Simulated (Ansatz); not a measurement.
Consider the redistribution: `[CH3][Mg][Cl]` + `[Cl][GaH][Cl]` → `[CH3][MgH]` + `[Cl][Ga]([Cl])[Cl]`.

Computed with Ansatz on PBE0-D4/def2-TZVP structures; ΔE is electronic, products minus reactants. CCSD(T)/CBS adds triple-zeta CCSD(T) − MP2 to the extrapolated MP2 energy (def2 sets, frozen cores). Functionals use def2-TZVPP. For Ga, Mg outer-core shells are correlated without core-valence functions, which leaves a few kJ/mol of doubt a bond. Scalar relativity is left out up to krypton.

`[CH3][Mg][Cl]`:

Cartesian coordinates in Å:
```
C -0.736 0.332 -0.281
Mg 1.043 -0.470 0.399
Cl 2.931 -1.321 1.121
H -1.583 -0.320 -0.049
H -0.720 0.475 -1.366
H -0.936 1.305 0.175
```

`[Cl][GaH][Cl]`:

Cartesian coordinates in Å:
```
Cl 1.006 1.335 1.160
Ga -0.180 -0.023 0.031
Cl 0.866 -1.095 -1.481
H -1.691 -0.217 0.289
```

`[CH3][MgH]`:

Cartesian coordinates in Å:
```
C -0.230 0.689 -0.269
Mg 0.389 -1.163 0.454
H -1.278 0.894 -0.023
H -0.140 0.754 -1.358
H 0.362 1.510 0.150
H 0.897 -2.684 1.047
```

`[Cl][Ga]([Cl])[Cl]`:

Cartesian coordinates in Å:
```
Cl 1.505 1.275 -0.755
Ga 0.000 0.000 0.000
Cl -1.986 0.697 0.172
Cl 0.481 -1.972 0.583
```

```tsv
level	ΔE (kcal/mol)	difference from CCSD(T)/CBS
PBE0-D4	24.6	-1.8
r2SCANh-D4	25.7	-0.7
BHLYP-D4	25.0	-1.4
CAM-B3LYP-D4	25.4	-1.0
r2SCANh	26.0	-0.4
BHLYP	26.4	0.0
LC-ωPBE	26.0	-0.4
HF/def2-SVP	27.5	1.1
CCSD(T)/def2-SVP	24.6	-1.8
CCSD(T)/def2-TZVPP	24.1	-2.3
CCSD(T)/CBS	26.4	0
```

Largest T1 diagnostic among the species: 0.011.

The D4 term adds −1.4 kcal/mol with B3LYP and −0.8 kcal/mol with PBE0; it sums over pairs of atoms, weighted by their polarisabilities, and B3LYP, whose exchange is more repulsive, gets the larger term. At CCSD(T), def2-SVP lies −1.8 kcal/mol from the extrapolated value and def2-TZVPP −2.3 kcal/mol.

B3LYP here is the variant with VWN-RPA as its local correlation; programs differ in this.
